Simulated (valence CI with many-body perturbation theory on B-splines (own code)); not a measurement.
**E1 transitions of Pt⁷⁺**

Method: configuration interaction combined with many-body perturbation theory (CI+MBPT): three valence electrons over a frozen Dirac-Fock core [Xe] 4f14, radial functions for each j: 9 s, 9 p, 10 d, 8 f, 5 g, 3 h, 1 i, with the one-electron correlation potential Σ1, the two-electron term Σ2, the three-electron term Σ3, Breit, model QED; selected CI, second order for the rest, scaled by the run's own slope (own B-spline code, finite nucleus).

No measured levels were compared; by estimate terms of the open shell hold to 2 to 4 % of their energy, and close levels can change places; different configurations can be misplaced against each other by 1,000 to 8,000 cm⁻¹. Core correlation moves these levels by up to 16000 cm⁻¹, and in measured spectra 5 to 20 % of such shifts remained as error; rates that hang on mixing are uncertain with them. The list stops below the first excitations out of the core.

Lines 1 to 50 of 222 in falling wavelength, among levels below 322260 cm⁻¹, chosen from the strongest by gf and those to the six lowest levels. Wavelengths and rates use the calculated energies, so an error of 2000 cm⁻¹ moves a line at 1395 Å by 2.8 % and its rate by three times that or more. Electric multipoles are in the length gauge, E1 and E2 with the static RPA response of the core. Weak lines are less certain than strong ones. Lines between different terms over intervals too small for the method are left out, as are lines whose strength nearly cancels. The highest levels of a list are the least certain.

Levels are named by their leading jj configuration (3d3/2^4 stands for four electrons in 3d with j = 3/2), which in mixed levels can hold well under half, so a name can repeat and another be missing. Letters in brackets count levels of one name in rising energy.

| λ vac (Å) | Upper | Lower | A (s⁻¹) | log gf | Branch % |
| --- | --- | --- | --- | --- | --- |
| 1395 | (5d3/2^2 6p1/2) J=5/2 | (5d3/2 5d5/2 6s) J=5/2 [a] | 3.11e+07 | -1.26 | 0.8 |
| 1343 | (5d3/2^2 6p1/2) J=1/2 | (5d3/2 5d5/2 6s) J=1/2 | 6.92e+07 | -1.43 | 0.4 |
| 1297 | (5d3/2 5d5/2 6p1/2) J=9/2 | (5d5/2^2 6s) J=9/2 | 3.01e+07 | -1.12 | 0.3 |
| 1289 | (5d3/2^2 6p1/2) J=3/2 | (5d3/2 5d5/2 6s) J=5/2 [a] | 4.01e+07 | -1.40 | 0.2 |
| 1277 | (5d3/2 5d5/2 6p1/2) J=5/2 [a] | (5d3/2 5d5/2 6s) J=3/2 [b] | 4.09e+07 | -1.22 | 0.3 |
| 1276 | (5d3/2 5d5/2 6p1/2) J=5/2 [a] | (5d3/2 5d5/2 6s) J=7/2 [b] | 3.71e+07 | -1.27 | 0.3 |
| 1227 | (5d3/2 5d5/2 6p1/2) J=3/2 [a] | (5d3/2 5d5/2 6s) J=1/2 | 1.00e+08 | -1.04 | 0.7 |
| 1222 | (5d3/2 5d5/2 6p1/2) J=7/2 [a] | (5d3/2 5d5/2 6s) J=5/2 [b] | 3.55e+07 | -1.20 | 0.5 |
| 1207 | (5d3/2 5d5/2 6p1/2) J=1/2 | (5d3/2 5d5/2 6s) J=1/2 | 2.03e+08 | -1.05 | 1.4 |
| 1189 | (5d3/2^2 6p3/2) J=7/2 | (5d5/2^2 6s) J=7/2 | 2.30e+07 | -1.41 | 0.1 |
| 1147 | (5d3/2 5d5/2 6p1/2) J=3/2 [b] | (5d3/2 5d5/2 6s) J=1/2 | 2.35e+08 | -0.73 | 1.3 |
| 1143 | (5d3/2 5d5/2 6p1/2) J=9/2 | (5d3/2 5d5/2 6s) J=7/2 [b] | 4.84e+08 | -0.02 | 4.6 |
| 1141 | (5d5/2^2 6p1/2) J=3/2 | (5d5/2^2 6s) J=3/2 | 9.46e+07 | -1.13 | 0.5 |
| 1134 | (5d3/2 5d5/2 6p1/2) J=1/2 | (5d3/2 5d5/2 6s) J=3/2 [b] | 4.56e+08 | -0.75 | 3.1 |
| 1132 | (5d5/2^2 6p1/2) J=5/2 | (5d5/2^2 6s) J=3/2 | 6.10e+08 | -0.15 | 5.0 |
| 1131 | (5d3/2 5d5/2 6p1/2) J=5/2 [b] | (5d3/2 5d5/2 6s) J=3/2 [b] | 3.00e+08 | -0.46 | 2.3 |
| 1126 | (5d3/2^2 6p1/2) J=5/2 | (5d3/2^2 6s) J=5/2 | 5.30e+08 | -0.22 | 13.1 |
| 1125 | (5d3/2 5d5/2 6p1/2) J=7/2 [a] | (5d3/2 5d5/2 6s) J=5/2 [a] | 4.49e+08 | -0.17 | 6.4 |
| 1116 | (5d3/2 5d5/2 6p1/2) J=7/2 [b] | (5d3/2 5d5/2 6s) J=7/2 [b] | 4.62e+08 | -0.16 | 2.6 |
| 1112 | (5d5/2^2 6p1/2) J=7/2 | (5d5/2^2 6s) J=7/2 | 4.97e+08 | -0.13 | 2.8 |
| 1108 | (5d3/2 5d5/2 6p1/2) J=5/2 [a] | (5d3/2 5d5/2 6s) J=5/2 [a] | 3.70e+08 | -0.39 | 2.7 |
| 1103 | (5d5/2^2 6p1/2) J=9/2 | (5d5/2^2 6s) J=7/2 | 4.00e+08 | -0.14 | 3.8 |
| 1091 | (5d3/2 5d5/2 6p1/2) J=3/2 [a] | (5d3/2 5d5/2 6s) J=5/2 [b] | 8.94e+08 | -0.20 | 6.3 |
| 1087 | (5d3/2^2 6p1/2) J=1/2 | (5d3/2^2 6s) J=1/2 | 1.26e+09 | -0.35 | 7.6 |
| 1086 | (5d3/2 5d5/2 6p1/2) J=3/2 [a] | (5d3/2 5d5/2 6s) J=3/2 [a] | 2.85e+08 | -0.70 | 2.0 |
| 1082 | (5d3/2 5d5/2 6p1/2) J=3/2 [b] | (5d3/2 5d5/2 6s) J=3/2 [b] | 2.92e+08 | -0.69 | 1.6 |
| 1081 | (5d3/2^2 6p1/2) J=5/2 | (5d3/2^2 6s) J=3/2 | 8.45e+08 | -0.05 | 20.9 |
| 1075 | (5d5/2^2 6p1/2) J=7/2 | (5d5/2^2 6s) J=9/2 | 7.50e+08 | 0.02 | 4.2 |
| 1071 | (5d3/2 5d5/2 6p1/2) J=5/2 [b] | (5d3/2 5d5/2 6s) J=5/2 [b] | 4.67e+08 | -0.32 | 3.6 |
| 1069 | (5d3/2 5d5/2 6p1/2) J=1/2 | (5d3/2 5d5/2 6s) J=3/2 [a] | 5.92e+08 | -0.69 | 4.1 |
| 1066 | (5d3/2 5d5/2 6p1/2) J=5/2 [b] | (5d3/2 5d5/2 6s) J=3/2 [a] | 3.30e+08 | -0.47 | 2.5 |
| 1066 | (5d5/2^2 6p1/2) J=9/2 | (5d5/2^2 6s) J=9/2 | 6.96e+08 | 0.07 | 6.7 |
| 1063 | (5d5/2^2 6p1/2) J=3/2 | (5d5/2^2 6s) J=5/2 | 1.30e+09 | -0.05 | 6.9 |
| 1063 | (5d3/2 5d5/2 6p1/2) J=7/2 [a] | (5d3/2 5d5/2 6s) J=7/2 [a] | 6.91e+08 | -0.03 | 9.8 |
| 1056 | (5d3/2^2 6p1/2) J=3/2 | (5d3/2^2 6s) J=5/2 | 1.13e+09 | -0.12 | 6.9 |
| 1056 | (5d5/2^2 6p1/2) J=5/2 | (5d5/2^2 6s) J=7/2 | 7.22e+07 | -1.14 | 0.6 |
| 1056 | (5d5/2^2 6p1/2) J=5/2 | (5d5/2^2 6s) J=5/2 | 4.49e+08 | -0.35 | 3.7 |
| 1049 | (5d3/2 5d5/2 6p1/2) J=9/2 | (5d3/2 5d5/2 6s) J=9/2 | 8.55e+08 | 0.15 | 8.1 |
| 1048 | (5d3/2 5d5/2 6p1/2) J=5/2 [a] | (5d3/2 5d5/2 6s) J=7/2 [a] | 1.01e+09 | 0.00 | 7.3 |
| 1032 | (5d3/2 5d5/2 6p3/2) J=9/2 | (5d5/2^2 6s) J=7/2 | 2.23e+08 | -0.45 | 1.4 |
| 1027 | (5d3/2 5d5/2 6p1/2) J=3/2 [b] | (5d3/2 5d5/2 6s) J=5/2 [b] | 2.73e+08 | -0.76 | 1.5 |
| 1026 | (5d3/2 5d5/2 6p1/2) J=7/2 [b] | (5d3/2 5d5/2 6s) J=9/2 | 1.11e+09 | 0.15 | 6.3 |
| 1025 | (5d3/2 5d5/2 6p3/2) J=7/2 | (5d5/2^2 6s) J=7/2 | 5.89e+07 | -1.13 | 0.3 |
| 1023 | (5d3/2 5d5/2 6p3/2) J=5/2 | (5d5/2^2 6s) J=5/2 | 1.40e+08 | -0.88 | 0.5 |
| 1023 | (5d3/2 5d5/2 6p1/2) J=3/2 [b] | (5d3/2 5d5/2 6s) J=3/2 [a] | 6.16e+08 | -0.41 | 3.4 |
| 1017 | (5d3/2^2 6p1/2) J=3/2 | (5d3/2^2 6s) J=3/2 | 4.45e+08 | -0.56 | 2.7 |
| 1010 | (5d3/2 5d5/2 6p1/2) J=3/2 [a] | (5d3/2^2 6s) J=1/2 | 8.40e+07 | -1.29 | 0.6 |
| 1000 | (5d3/2 5d5/2 6p3/2) J=9/2 | (5d5/2^2 6s) J=9/2 | 1.51e+08 | -0.64 | 0.9 |
| 996.3 | (5d3/2 5d5/2 6p1/2) J=5/2 [b] | (5d3/2 5d5/2 6s) J=5/2 [a] | 1.05e+08 | -1.03 | 0.8 |
| 993.0 | (5d3/2 5d5/2 6p3/2) J=7/2 | (5d5/2^2 6s) J=9/2 | 7.97e+07 | -1.03 | 0.4 |

How does gf follow from A for the line at 1103 Å?

gf = 1.4992 × (2J+1)_upper × A / σ², with σ = 90701 cm⁻¹ and 2J+1 = 10: gf = 0.729.
